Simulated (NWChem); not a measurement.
GeHF, singlet; SMILES [GeH][F]

```xyz
3

Ge     0.0130     0.3552     0.0000
H     -1.5944     0.4751     0.0000
F      0.0350    -1.4013     0.0000
```
Atoms are numbered in this order, from 1.

Program: NWChem. Low-valent species are run as closed-shell singlets; no triplet was tried in these runs. Structure relaxed at the PBE0/def2-SVP level. Vzz is the largest principal value of the second derivative of the potential at the nucleus (NWChem prints the opposite sign); η is the asymmetry. Non-relativistic.

### Question
What does the run give for PBE/def2-TZVP? Quantities: Vzz Ge1 (a.u.); η Ge1.

### Answer
- Vzz Ge1 (a.u.) = 4.129
- η Ge1 = 0.93
